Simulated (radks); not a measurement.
Task: Species: Zn24+. Configuration: [He] 2s2 2p2. Calculated with a radial shooting solver on a logarithmic mesh with Libxc functionals: scalar-relativistic Kohn-Sham, TASK exchange with Perdew-Wang LDA correlation, spin-polarised, spherical densities, finite nucleus; open shells are filled with parallel spins first; meta-GGA in the generalised Kohn-Sham scheme; Fermi nuclear charge, rms radius 3.9283 fm. Some entries of the table are withheld. Estimate them.

orbital  occ.  eigenvalue (hartree)  r(max) (bohr)
1s up       1             -406.0296            (1)
1s down     1             -405.3077            (2)
2s up       1             -88.63494         0.1817
2s down     1             -87.40904         0.1827
2p up       2             -84.57372            (3)

Result: 
(1) 1s up r(max) (bohr): 0.03288
(2) 1s down r(max) (bohr): 0.03283
(3) 2p up r(max) (bohr): 0.1438
